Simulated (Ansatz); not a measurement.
Consider the formal exchange of groups at the Si–C bond: `CSC[SiH2]O` + `[F][GeH3]` → `O[SiH2][GeH2][F]` + `CSC`.

Computed with Ansatz on PBE0-D4/def2-TZVP structures; ΔE is electronic, products minus reactants. CCSD(T)/CBS adds triple-zeta CCSD(T) − MP2 to the extrapolated MP2 energy (def2 sets, frozen cores). Functionals use def2-TZVPP. B3LYP here is the variant with VWN-RPA as its local correlation; programs differ in this. For Ge outer-core shells are correlated without core-valence functions, which leaves a few kJ/mol of doubt a bond. Scalar relativity is left out up to krypton. Each species was taken in one conformer, which may not be the lowest.

`CSC[SiH2]O`:

Cartesian coordinates in Å:
```
C 0.268 -1.441 1.363
S -0.583 0.139 1.466
C 0.372 1.120 0.278
Si -0.055 0.620 -1.484
O -1.691 0.514 -1.608
H -0.241 -2.114 2.054
H 0.225 -1.867 0.361
H 1.309 -1.338 1.675
H 0.056 2.154 0.442
H 1.438 1.066 0.517
H 0.605 -0.678 -1.800
H 0.402 1.636 -2.465
H -2.104 0.188 -0.800
```

`[F][GeH3]`:

Z-matrix (Å, degrees):
```
Ge
F 1 1.742
H 1 1.533 2 106.2
H 1 1.533 2 106.3 3 120.0
H 1 1.533 2 106.2 3 -120.0
```

`O[SiH2][GeH2][F]`:

Cartesian coordinates in Å:
```
O 0.197 -1.356 -1.399
Si 1.001 -0.151 -0.620
Ge -0.619 0.676 0.943
F -1.938 -0.425 0.515
H -0.708 -1.501 -1.106
H 1.428 0.906 -1.572
H 2.206 -0.676 0.073
H -0.375 0.441 2.443
H -1.193 2.087 0.724
```

`CSC`:

Cartesian coordinates in Å:
```
C -1.244 -0.520 0.242
S 0.006 0.449 1.092
C 1.244 0.535 -0.205
H -1.607 -0.003 -0.649
H -2.076 -0.651 0.934
H -0.860 -1.504 -0.035
H 0.854 1.041 -1.091
H 2.082 1.112 0.187
H 1.601 -0.460 -0.477
```

CCSD(T)/CBS gives -2.6 kJ/mol.

Another level gave -12.2 kJ/mol. Which?
A. ωB97M-V/def2-TZVPP
B. PBE/def2-TZVPP
C. B3LYP-D4/def2-TZVPP
D. PBE-D4/def2-TZVPP

D. PBE-D4 -12.2, PBE -16.6, ωB97M-V -1.8, B3LYP-D4 -7.2 kJ/mol.

Largest T1 diagnostic among the species: 0.012.

In def2-TZVPP, CCSD(T) changes the Hartree–Fock value by +4.4 kJ/mol (the triples alone add +1.5 kJ/mol) and MP2 by +9.4 kJ/mol. The D4 term adds +6.9 kJ/mol with B3LYP and +3.9 kJ/mol with PBE0; it sums over pairs of atoms, weighted by their polarisabilities, and B3LYP, whose exchange is more repulsive, gets the larger term. From PBE to PBE0 (25 % exact exchange), in def2-TZVPP and without D4, ΔE moves by +4.4 kJ/mol.
